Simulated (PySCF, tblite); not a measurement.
A database entry of computed molecular properties. Lists by class give the value and the number of equivalent atoms.

```json
{
 "formula": "C7H12N",
 "smiles": "CN[C@@]12C[CH]C[C@@H]1C2",
 "inchi": "InChI=1S/C7H12N/c1-8-7-4-2-3-6(7)5-7/h2,6,8H,3-5H2,1H3/t6-,7-/m1/s1",
 "charge": 0,
 "multiplicity": 2,
 "geometry_level": "GFN2-xTB",
 "atoms_angstrom": [
  ["C", 2.561, -0.165, -0.594],
  ["N", 1.235, -0.019, -1.165],
  ["C", 0.173, -0.09, -0.213],
  ["C", -0.032, 1.017, 0.822],
  ["C", -1.491, 1.015, 1.077],
  ["C", -2.251, 0.18, 0.117],
  ["C", -1.185, -0.6, -0.623],
  ["C", -0.282, -1.452, 0.223],
  ["H", 2.599, -1.108, -0.05],
  ["H", 2.841, 0.644, 0.096],
  ["H", 3.288, -0.2, -1.404],
  ["H", 1.176, 0.845, -1.697],
  ["H", 0.31, 1.983, 0.416],
  ["H", 0.548, 0.846, 1.737],
  ["H", -1.956, 1.602, 1.846],
  ["H", -2.973, -0.475, 0.621],
  ["H", -2.834, 0.797, -0.584],
  ["H", -1.379, -0.908, -1.639],
  ["H", 0.184, -2.301, -0.252],
  ["H", -0.537, -1.6, 1.262]
 ],
 "electronic_structure_code": "PySCF",
 "results": {
  "GFN2-xTB geometry": {
   "point_group": "C1",
   "rotational_constants_GHz": [4.202, 1.621, 1.394]
  },
  "GFN2-xTB harmonic vibrations, gas phase": {
   "strongest_ir_bands_cm-1_km_per_mol_modes": [
    [788.1, 76.3, 1],
    [2807.9, 48.7, 1],
    [2867.9, 75.2, 1],
    [2892.8, 91.2, 1],
    [3009.9, 46.2, 1],
    [3136.9, 59.6, 1]
   ],
   "zpe_kcal_per_mol": 108.0
  },
  "UKS B3LYP, pcH-1 on C H N, non-relativistic, mean-field spin-orbit, GIAO": {
   "g_iso": 2.00266,
   "g_tensor": [2.00219, 2.0028, 2.00299],
   "s2": 0.754,
   "a_iso_by_class_MHz": [
    ["1H", 133.9, 1],
    ["1H", 132.4, 1],
    ["13C", 90.4, 1],
    ["1H", 90.1, 1],
    ["1H", 89.3, 1]
   ],
   "spin_populations_mulliken_by_atom": [0.0, 0.0, 0.0, -0.09, 1.03, -0.09, 0.0, 0.0, 0.0, 0.0, 0.0, 0.0, 0.05, 0.04, -0.04, 0.04, 0.06, 0.0, 0.0, 0.0]
  }
 }
}
```

g_iso is shifted by about +340 ppm from the free-electron value 2.002319; the principal values span 0.0008. The zero-point energy, half the sum of the 54 harmonic wavenumbers, equals 37790 cm⁻¹ or 452 kJ/mol.

 In GFN2-xTB open shells enter through the occupations alone, without spin polarisation, so single modes can be far off. Hyperfine couplings depend on the geometry, which wasn't re-optimised at a DFT level.

One conformer stands for the species.
